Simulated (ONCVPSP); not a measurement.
**Pseudopotential generation for potassium: ONCV, LDA (Perdew-Wang 92), scalar-relativistic.**

Input for ONCVPSP 4.0.1:

```
# ATOM AND REFERENCE CONFIGURATION
# atsym  z   nc   nv     iexc    psfile
  K 19.00    3    3  -001012      upf
#
#   n    l    f
    1    0    2.00
    2    0    2.00
    2    1    6.00
    3    0    2.00
    3    1    6.00
    4    0    1.00
#
# PSEUDOPOTENTIAL AND OPTIMIZATION
# lmax
    2
#
#   l,   rc,      ep,       ncon, nbas, qcut
    0    2.55    0.00    4    7    5.10
    1    2.10    0.00    4    7    5.80
    2    2.25    0.10    3    8    3.70
#
# LOCAL POTENTIAL
# lloc, lpopt,  rc(5),   dvloc0
    4    3    1.40    0.00
#
# VANDERBILT-KLEINMAN-BYLANDER PROJECTORs
# l, nproj, debl
    0    2    1.10
    1    2    3.20
    2    1    1.90
#
# MODEL CORE CHARGE
# icmod, fcfact, rcfact
    3    3.25    1.70
#
# LOG DERIVATIVE ANALYSIS
# epsh1, epsh2, depsh
   -3.00    5.00    0.02
#
# OUTPUT GRID
# rlmax, drl
    6.00    0.01
#
# TEST CONFIGURATIONS
# ncnf
    4
# nvcnf
#   n    l    f
    3
    3    0    2.00
    3    1    6.00
    4    0    0.00
#
    3
    3    0    2.00
    3    1    6.00
    4    0    0.50
#
    4
    3    0    2.00
    3    1    6.00
    4    0    0.00
    4    1    1.00
#
    3
    3    0    1.00
    3    1    6.00
    4    0    1.00
#
```

Command:

```bash
oncvpsp.x < K.dat > K.out
```

The program printed (shortened: citation, most of the input echo, consistency checks and plot data are left out):

```
ONCVPSP  (Optimized Norm-Conservinng Vanderbilt PSeudopotential)
scalar-relativistic version 4.0.1

#   n    l    f        energy (Ha)
    1    0    2.00    -1.2904638E+02
    2    0    2.00    -1.2945066E+01
    2    1    6.00    -1.0290617E+01
    3    0    2.00    -1.2929070E+00
    3    1    6.00    -6.9231739E-01
    4    0    1.00    -8.9219359E-02

Reference configufation results
  iterations    25
  all-electron total energy (Ha)   -6.00558670D+02

Begin loop to  construct optimized pseudo wave functions
and semi-local pseudopoentials for all angular momenta

Calculating optimized projector #   1

 for l=   0

    Fraction of norm inside rc  0.982567
    Optimizing pswf for qcut=   5.10 a_B^-1,  ecut=  13.02 Ha
    Residual kinetic energy error=  2.38D-08 Ha

    Energy error per electron        Cutoff
         Ha          eV             Ha
         0.01000     0.27211        3.49
         0.00100     0.02721        4.89
         0.00010     0.00272        6.09
         0.00001     0.00027        7.13

Calculating optimized projector #   2

 for l=   0

    Fraction of norm inside rc  0.069882
    Optimizing pswf for qcut=   5.10 a_B^-1,  ecut=  13.02 Ha
    Residual kinetic energy error=  2.48D-07 Ha

    Energy error per electron        Cutoff
         Ha          eV             Ha
         0.01000     0.27211        2.15
         0.00100     0.02721        3.45
         0.00010     0.00272        5.12
         0.00001     0.00027        9.55

   Wellstate for l =  1  n =  6
     eigenvalue =   2.5077
     asymptotic potential =   3.0077
     half-point radius =  4.4005

Calculating optimized projector #   1

 for l=   1

    Fraction of norm inside rc  0.865831
    Optimizing pswf for qcut=   5.80 a_B^-1,  ecut=  16.82 Ha
    Residual kinetic energy error=  4.34D-06 Ha

    Energy error per electron        Cutoff
         Ha          eV             Ha
         0.01000     0.27211        8.68
         0.00100     0.02721       11.61
         0.00010     0.00272       13.95
         0.00001     0.00027       16.41

Calculating optimized projector #   2

 for l=   1

    Fraction of norm inside rc  0.140620
    Optimizing pswf for qcut=   5.80 a_B^-1,  ecut=  16.82 Ha
    Residual kinetic energy error=  1.28D-05 Ha

    Energy error per electron        Cutoff
         Ha          eV             Ha
         0.01000     0.27211        9.42
         0.00100     0.02721       12.62
         0.00010     0.00272       15.00
         0.00001     0.00027       17.29

   Wellstate for l =  2  n =  3
     eigenvalue =   0.1000
     asymptotic potential =   0.6000
     half-point radius =  4.7719

Calculating optimized projector #   1

 for l=   2

    Fraction of norm inside rc  0.543347
    Optimizing pswf for qcut=   3.69 a_B^-1,  ecut=   6.81 Ha
    Residual kinetic energy error=  1.92D-02 Ha

    Energy error per electron        Cutoff
         Ha          eV             Ha
         0.01000     0.27211        8.00
         0.00100     0.02721       47.91
         0.00010     0.00272       84.42

Construct Vanderbilt / Kleinmman-Bylander projectors

B matrix Hermiticity error, ll=   0
   1   2    4.0534E-05

  Orthonormal projector coefficients  2.8599E+00  6.3289E-01

B matrix Hermiticity error, ll=   1
   1   2    1.4601E-04

  Orthonormal projector coefficients  1.4261E+00  3.1826E-01

Model core correction analysis
  based on d2Exc/dn_idn_j

d2excae - all-electron derivatives

   -3.558037D-02   -3.171009D-02   -1.936642D-03
   -3.171048D-02   -2.974607D-02   -3.126236D-03
   -1.936344D-03   -3.124477D-03   -3.542963D-02

d2excps - pseudofunction derivatives with no core correction

   -4.460552D-02   -3.451920D-02   -2.500048D-03
   -3.452024D-02   -3.270589D-02   -3.243438D-03
   -2.499998D-03   -3.241691D-03   -3.546154D-02

rms 2nd derivative error    3.442597E-03

rmatch, rhocmatch    0.6705    7.3746

Teter function model core charge with specified parameters

d2excps - pseudofunction derivatives with core correction

   -3.282602D-02   -2.878292D-02   -1.897497D-03
   -2.878280D-02   -2.900512D-02   -2.977349D-03
   -1.897161D-03   -2.975573D-03   -3.542959D-02

rms 2nd derivative error    1.677385E-03

Pseudoatom total energy  -28.786557

Diagnostic tests using Vanderbilt-Kleinman-Bylander pseudopotentials
  1 or more projectors used as specified by nproj input data

   l    rcore       rmatch      e in        delta e   norm test  slope test

   0   2.5605861   2.6383311  -1.2929070   0.0000004   1.0000761   1.0000666
   0   2.5605861   2.6383311  -0.0892194   0.0000002   1.0000078   1.0000060

   1   2.1018708   2.1656882  -0.6923174  -0.0000003   1.0000351   1.0000407
   1   2.1018708   2.1656882   2.5076826   0.0000288   1.0001063   1.0001063

   2   2.2583008   2.3268677   0.1000000  -0.0004618   0.9998930   0.9998930

 Testing for bound ghosts
   n   l    E NL Schr. Eq   E Basis Diag.   E Cutoff

   1   0       -1.292907       -1.292905     29.12
   2   0       -0.089219       -0.064478     29.12

   2   1       -0.692318       -0.692278     50.50

 Testing for highly-localized positive-energy ghosts
       l    <radius>/rc     E Basis Diag.   E Cutoff

Test configuration 0

   n   l     f        eae           eps        diff
   1   0  2.0000 -129.04637694
   2   0  2.0000  -12.94506601
   2   1  6.0000  -10.29061733
   3   0  2.0000   -1.29290702   -1.29290659    4.34D-07
   3   1  6.0000   -0.69231739   -0.69231772   -3.31D-07
   4   0  1.0000   -0.08921936   -0.08921912    2.35D-07

    Total energies and differences
      AE_ref= -6.00558670D+02  AE_tst= -6.00558670D+02  dif=  0.00D+00
      PS_ref= -2.87865567D+01  PS_tst= -2.87865567D+01  dif= -3.30D-13
      PSP excitation error=  3.30D-13

Test configuration 1

   n   l     f        eae           eps        diff
   1   0  2.0000 -129.27520465
   2   0  2.0000  -13.17362436
   2   1  6.0000  -10.51914443
   3   0  2.0000   -1.51994883   -1.52040088   -4.52D-04
   3   1  6.0000   -0.91772414   -0.91782966   -1.06D-04

    Total energies and differences
      AE_ref= -6.00558670D+02  AE_tst= -6.00396832D+02  dif=  1.62D-01
      PS_ref= -2.87865567D+01  PS_tst= -2.86247083D+01  dif=  1.62D-01
      PSP excitation error= -1.10D-05

Test configuration 2

   n   l     f        eae           eps        diff
   1   0  2.0000 -129.15289066
   2   0  2.0000  -13.05145916
   2   1  6.0000  -10.39700215
   3   0  2.0000   -1.39867694   -1.39884275   -1.66D-04
   3   1  6.0000   -0.79751199   -0.79754499   -3.30D-05
   4   0  0.5000   -0.16267638   -0.16268228   -5.90D-06

    Total energies and differences
      AE_ref= -6.00558670D+02  AE_tst= -6.00495887D+02  dif=  6.28D-02
      PS_ref= -2.87865567D+01  PS_tst= -2.87237721D+01  dif=  6.28D-02
      PSP excitation error= -2.11D-06

Test configuration 3

   n   l     f        eae           eps        diff
   1   0  2.0000 -129.10174398
   2   0  2.0000  -13.00064231
   2   1  6.0000  -10.34610204
   3   0  2.0000   -1.34818314   -1.34856768   -3.85D-04
   3   1  6.0000   -0.74668297   -0.74678949   -1.07D-04
   4   1  1.0000   -0.05181493   -0.05181618   -1.25D-06

    Total energies and differences
      AE_ref= -6.00558670D+02  AE_tst= -6.00498833D+02  dif=  5.98D-02
      PS_ref= -2.87865567D+01  PS_tst= -2.87267156D+01  dif=  5.98D-02
      PSP excitation error= -4.12D-06

Test configuration 4

   n   l     f        eae           eps        diff
   1   0  2.0000 -129.66180877
   2   0  2.0000  -13.54345385
   2   1  6.0000  -10.89007291
   3   0  1.0000   -1.79455980   -1.81554861   -2.10D-02
   3   1  6.0000   -1.17359525   -1.17927698   -5.68D-03
   4   0  1.0000   -0.32515781   -0.32618667   -1.03D-03

    Total energies and differences
      AE_ref= -6.00558670D+02  AE_tst= -5.99021254D+02  dif=  1.54D+00
      PS_ref= -2.87865567D+01  PS_tst= -2.72393950D+01  dif=  1.55D+00
      PSP excitation error= -9.75D-03
```

The run took about 2.6 s on one core of a shared server CPU.
